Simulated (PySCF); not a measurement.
# Does the structure fit the spectrum?

A compound C$_{8}$H$_{9}$B gives the data below (simulated from a calculation) and was assigned the structure `C#C/C=C/C#CB(C)C`.

¹³C{¹H} NMR (computed): δ 143.4 (C, 2C), 135.0 (CH, 2C), 121.0 (CH, 2C), 39.9 (CH2), 28.0 (CH).

¹H NMR (400 MHz, computed): δ 7.49 (d, 2H), 7.29 (br, 2H), 7.27 (m, 2H), 4.21 (m, 1H), 1.62 (m, 2H).

PySCF 2.14.0 with density-fitted response routines calculation with NMR shieldings at HF/pcSseg-1/GIAO and structure optimised with PBE0-D3(BJ)/def2-SVP; averaged over atoms made equivalent by symmetry, fast rotation or ring inversion, non-relativistic, a single conformation, no solvent model.

Chemical shifts δ = σref − σ; ¹H, ¹³C vs TMS, all at this level.

Task: Compare with the shifts computed for the proposed structure, pairing carbons in order of shift.

Result: Mapped SMILES: `[CH:1]#[C:2]/[CH:3]=[CH:4]/[C:5]#[C:6][B:7]([CH3:8])[CH3:9]`; H(Xn) means a hydrogen on atom n.

| atom | computed for proposal | given list | difference |
| --- | --- | --- | --- |
| C3 | 134.4 | 143.4 | -9.0 |
| C4 | 133.8 | 143.4 | -9.6 |
| C5 | 122.4 | 135.0 | -12.6 |
| C6 | 105.2 | 135.0 | -29.8 |
| C1 | 98.9 | 121.0 | -22.1 |
| C2 | 72.8 | 121.0 | -48.2 |
| C8 | 14.2 | 39.9 | -25.7 |
| C9 | 14.2 | 28.0 | -13.8 |

The rms difference is 24.7 ppm and the largest -48.2 ppm at C2 (alkyne carbon). The proposal also would give 7 carbon signals, not 5. The carbon types in order of shift don't match either: CH, CH, C, C, CH, C, CH3, CH3 for the proposal against C, C, CH, CH, CH, CH, CH2, CH in the data. The proposal doesn't fit.

Task: Which isomer fits?

Result: SMILES BCC1c2ccccc21.

- δC 143.4: substituted aromatic carbon.
- δC 135.0, 121.0: aromatic CH.
- δC 28.0: three-membered-ring carbon; carbons of three-membered rings are unusually shielded.
- δH 7.49, 7.27: hydrogen on an aromatic CH; ring-current deshielding.

The shifts were computed for this structure.

Hydrogens on boron are broadened and split by ¹¹B (spin 3/2, 80 %) and 10B (spin 3). A carbon bonded to boron is broadened by the quadrupolar boron nucleus and is often missing from a measured spectrum. Shifts are as computed. Against solution values, carbons near 30 ppm lie about -0 ppm off and those near 130 ppm about +7 ppm. Of 1211 compounds with measured shifts, 218 miss one by over three times the rms of a fit or turn the order of signals round; such compounds aren't used in these exercises. No couplings were computed; multiplicities are counted from neighbouring protons, with m where these are inequivalent, close in shift, in a saturated or five-membered ring or joined by F or P, and br s for small geminal =CH2 splittings.
